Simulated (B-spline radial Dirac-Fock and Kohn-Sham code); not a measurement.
The Ca-like isoelectronic sequence (20 electrons), Z = 30 to 46

Method: relaxed Dirac-Fock hole states (ΔSCF) with Breit and QED corrections and a finite nucleus. Computed with a radial atomic solver. Binding energies in eV, tabulated ground configurations ([Ar] 3d2 throughout). The model has no electron correlation.

```tsv
ion	2p1/2	2p3/2	3s	outermost level	NIST ionisation energy
Zn¹⁰⁺	1352.0	1328.6	403.2	270.8 (3d)	274.4 ± 0.5
Ga¹¹⁺	1492.6	1465.4	456.7	315.7 (3d)	319 ± 2.5
Ge¹²⁺	1640.4	1609.0	513.3	363.8 (3d)	367 ± 3
As¹³⁺	1795.6	1759.5	573.1	414.9 (3d)	418 ± 3
Se¹⁴⁺	1958.2	1916.9	636.2	469.1 (3d)	473 ± 3
Br¹⁵⁺	2128.2	2081.2	702.5	526.3 (3d)	530 ± 3
Kr¹⁶⁺	2305.6	2252.3	772.1	586.7 (3d)	591 ± 3
Rb¹⁷⁺	?	?	?	?	?
Sr¹⁸⁺	2683.0	2615.1	921.0	716.5 (3d)	722 ± 3
Zr²⁰⁺	3090.8	3005.4	1083.0	858.6 (3d)	863 ± 4
Nb²¹⁺	3306.2	3210.8	1168.9	934.2 (3d)	940 ± 4
Mo²²⁺	3529.4	3423.2	1258.2	1012.9 (3d)	1019 ± 4
Tc²³⁺	3760.4	3642.4	1350.9	1094.6 (3d)	1102 ± 4
Ru²⁴⁺	3999.2	3868.5	1446.9	1179.4 (3d)	1187 ± 4
Rh²⁵⁺	4246.0	4101.5	1546.3	1267.2 (3d)	1274 ± 4
Pd²⁶⁺	4500.7	4341.4	1649.1	1358.1 (3d)	1366 ± 4
```

Question: Fill in the row of Rb¹⁷⁺.

Answer: 2p1/2 2490.5, 2p3/2 2430.2, 3s 844.9, outermost 650.0 (3d), NIST 654 ± 3 eV.

NIST's values are for the lowest levels; a dash marks a value that is missing or belongs to another shell. Their kind here: semi-empirical, theoretical. Where a p, d or f shell is open in either ion the computed value averages over both j values and all terms, while the table refers to the lowest levels; that difference holds spin-orbit splitting (largest in heavy or highly charged ions), term energies where several electrons share open shells, and correlation, and it can reach 10 % or more.
